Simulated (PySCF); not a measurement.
**Exact mass, isotope pattern and composition**

Species: `C[CH2][GeH2][C]#N`.

All values are calculated from tables of isotopes.

Problem. Find the molar and monoisotopic masses of C3H7GeN.

Solution. For C3H7GeN, with standard atomic weights, 3 × 12.011 + 1 × 72.630 + 1 × 14.007 + 7 × 1.008 = 129.726 g/mol. From the most abundant isotopes (12C, 74Ge, 14N, 1H), 3 × 12.000000 + 1 × 73.921178 + 1 × 14.003074 + 7 × 1.007825 = 130.9790 u.

Problem. What cluster does the molecular ion M+• show when like nominal masses merge?

Solution. 
```json
{"nominal mass": "127", "m/z (centroid)": "126.9815", "relative intensity": "57.0"}
{"nominal mass": "128", "m/z (centroid)": "127.9843", "relative intensity": "2.1"}
{"nominal mass": "129", "m/z (centroid)": "128.9794", "relative intensity": "75.3"}
{"nominal mass": "130", "m/z (centroid)": "129.9809", "relative intensity": "23.9"}
{"nominal mass": "131", "m/z (centroid)": "130.9785", "relative intensity": "100.0"}
{"nominal mass": "132", "m/z (centroid)": "131.9813", "relative intensity": "3.7"}
{"nominal mass": "133", "m/z (centroid)": "132.9787", "relative intensity": "20.9"}
{"nominal mass": "134", "m/z (centroid)": "133.9815", "relative intensity": "0.8"}
```

Lines under 0.1 % of the tallest are left out. One electron mass, 0.00055 u, is taken off. Abundances used (%; other tables differ somewhat): 12C 98.93, 13C 1.07; 70Ge 20.84, 72Ge 27.54, 73Ge 7.73, 74Ge 36.28, 76Ge 7.61; 14N 99.632, 15N 0.368; 1H 99.9885, 2H 0.0115.

Problem. Which m/z would the protonated, sodiated and deprotonated molecule have?

Solution. [M+H]+ 131.9863, [M+Na]+ 153.9682, [M−H]− 129.9718, for the monoisotopic species (arithmetic only; whether such ions form is another matter).

Problem. Resolve the fine structure: one atom at a time replaced by a minor isotope.

Solution. Intensity in % of the monoisotopic species:

| isotope | mass shift (u) | m/z | intensity (%) |
| --- | --- | --- | --- |
| 70Ge | -3.99693 | 126.9815 | 57.44 |
| 72Ge | -1.99910 | 128.9794 | 75.91 |
| 73Ge | -0.99772 | 129.9808 | 21.31 |
| 15N | +0.99703 | 131.9755 | 0.37 |
| 13C | +1.00335 | 131.9818 | 3.24 |
| 2H | +1.00628 | 131.9848 | 0.08 |
| 76Ge | +2.00022 | 132.9787 | 20.98 |

Species under 0.02 % are left out.

Problem. What resolving power m/Δm just matches the spacing of the species with one 15N and with one 13C?

Solution. They lie 0.00632 u apart at mass 131.98, so m/Δm is about 21000.

Problem. Elemental analysis, calculated?

Solution. C 27.78 %, Ge 55.99 %, N 10.80 %, H 5.44 %.

Problem. What share of all molecules is the monoisotopic species?

Solution. 0.9893^3 × 0.3628 × 0.99632 × 0.999885^7 = 34.97 %.
